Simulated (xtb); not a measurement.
Al(H)(Et)(OMe) (C3H9AlO), SMILES C[CH2][AlH][O]C. All values are semi-empirical tight-binding results from xtb (GFN2-xTB unless named), good for trends rather than for accurate numbers. Coordinates come from a GFN2-xTB optimisation. The values are those of a single conformer.

Optimised geometry:

Bonded distances (Å): Al1–H2 1.535, Al1–C3 2.007, Al1–O10 1.647, C3–C4 1.534, C3–H5 1.099, C3–H6 1.099, C4–H7 1.090, C4–H8 1.090, C4–H9 1.091, O10–C11 1.399, C11–H12 1.092, C11–H13 1.092, C11–H14 1.093. Bond angles (°): H2–Al1–C3 119.7, H2–Al1–O10 114.3, C3–Al1–O10 126.0, Al1–C3–C4 108.8, Al1–C3–H5 112.3, Al1–C3–H6 112.5, C4–C3–H5 109.1, C4–C3–H6 109.2, H5–C3–H6 104.8, C3–C4–H7 110.6, C3–C4–H8 110.6, C3–C4–H9 111.6, H7–C4–H8 107.3, H7–C4–H9 108.3, H8–C4–H9 108.3, Al1–O10–C11 178.9, O10–C11–H12 110.0, O10–C11–H13 110.0, O10–C11–H14 110.0, H12–C11–H13 109.0, H12–C11–H14 109.0, H13–C11–H14 108.9.
Charge 0, spin multiplicity 1.

For metal compounds this method's bond lengths and energies can be far off.

Computed properties:
```yaml
orbital_gap: 4.19 eV
zero_point_energy: 69.0 kcal/mol
G − E(el) at 298.15 K (modified RRHO): 48.0 kcal/mol
```

Give the atomic charges and the Wiberg bond orders between heavy atoms. (The exact figures need the calculation; the answer reports its results.)

charges (e) Al1 0.35, H2 -0.13, C3 -0.16, C4 -0.10, H5 0.05, H6 0.05, H7 0.03, H8 0.03, H9 0.03, O10 -0.34, C11 0.04, H12 0.04, H13 0.04, H14 0.04. Bond orders Al1–C3 1.00, C3–C4 1.00, Al1–O10 1.37, O10–C11 0.97.
